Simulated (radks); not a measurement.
Spherical quantum dot in the effective-mass picture: electrons in a hard-walled sphere of radius 5.75, with a point charge +1 (a donor) at the centre, all in effective atomic units (hartree* = m*/eps^2 hartree, bohr* = eps/m* bohr), one dielectric constant everywhere. Calculated with a radial shooting solver with Libxc functionals: non-relativistic Kohn-Sham, r2SCAN, spin-polarised, spherical densities, generalised Kohn-Sham scheme. Levels are named by radial order and angular momentum (1s, 1p, 1d, 2s, ...), and open shells are averaged over m.

N = 18, configuration 1s2 1p6 1d10. This is the lowest configuration that the search found. Occupied and some empty levels:

level,occupation,eigenvalue (hartree*),<r> (bohr*)
1s,2,3.7293,3.504
1p,6,3.8330,4.039
1d,10,3.9772,4.177
2s,0,3.9959,2.014
1f,0,4.1735,4.283
2p,0,4.5499,2.838

Energy (hartree*): total 35.3644, kinetic 8.6582, external -4.8037, Hartree 36.561, exchange-correlation -5.0514.
